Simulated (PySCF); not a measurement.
Vertical excitations of a molecule C₄H₄BNO from TDDFT-CAM-B3LYP/def2-SVPD (PySCF), as energy in eV (oscillator strength): 5.60 (0.000), 5.72 (0.182), 6.08 (0.000), 6.93 (0.001), 7.04 (0.119), 7.09 (0.001), 7.29 (0.001), 7.56 (0.007), 7.79 (0.009), 8.03 (0.136). Lowest triplet (TDA): 3.55 eV. Geometry optimised at PBE0-D3(BJ)/def2-SVP. One conformer was computed; it need not be the lowest.

Problem. Which structure fits?
(A) N#CC1=CCB1O
(B) C#CB(C)OC#N
(C) C#CB1CN=CO1
(D) C#CC1=NCB1O

Solution. A, N#CC1=CCB1O
